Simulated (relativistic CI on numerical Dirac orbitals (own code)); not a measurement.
Ligand-field terms of d1

Computed with a parametric ligand-field model of a d^n configuration (Racah B and C, spin-orbit zeta, crystal field), exact diagonalisation.

Field parameters in Wybourne normalisation: Oh B⁴₀ = 21Dq, B⁴₄ = √(5/14) B⁴₀; Td as Oh with Dq negative (B⁴₀ = 21Dq, B⁴₄ = √(5/14) B⁴₀). The field is a parameter set, without covalency.

Lowest levels for B = 360, C = 1300, ζ = 1750 cm⁻¹, Oh, 10Dq = 32850 cm⁻¹?

Γ8 0 (S 0.50), Γ7 2761 (S 0.50), Γ8 33996 (S 0.50) cm⁻¹, with S from ⟨S²⟩ = S(S + 1). The ground level has 0.00 electrons in the cubic e pair.

Lowest levels for B = 680, C = 3060, ζ = 3350 cm⁻¹, Td, 10Dq = -8600 cm⁻¹?

Γ8 0 (S 0.50), Γ8 10737 (S 0.50), Γ7 13856 (S 0.50) cm⁻¹, with S from ⟨S²⟩ = S(S + 1). The ground level has 0.82 electrons in the cubic e pair.

Lowest levels for B = 490, C = 2210, ζ = 4000 cm⁻¹, Oh, 10Dq = 21300 cm⁻¹?

Γ8 0 (S 0.50), Γ7 6988 (S 0.50), Γ8 25276 (S 0.50) cm⁻¹, with S from ⟨S²⟩ = S(S + 1). The ground level has 0.04 electrons in the cubic e pair.

Lowest levels for B = 660, C = 3140, ζ = 870 cm⁻¹, Oh, 10Dq = 19850 cm⁻¹?

Γ8 0 (S 0.50), Γ7 1361 (S 0.50), Γ8 20397 (S 0.50) cm⁻¹, with S from ⟨S²⟩ = S(S + 1). The ground level has 0.00 electrons in the cubic e pair.

Lowest levels for B = 450, C = 1940, ζ = 130 cm⁻¹, Oh, 10Dq = 4900 cm⁻¹?

Γ8 0 (S 0.50), Γ7 200 (S 0.50), Γ8 4975 (S 0.50) cm⁻¹, with S from ⟨S²⟩ = S(S + 1). The ground level has 0.00 electrons in the cubic e pair.
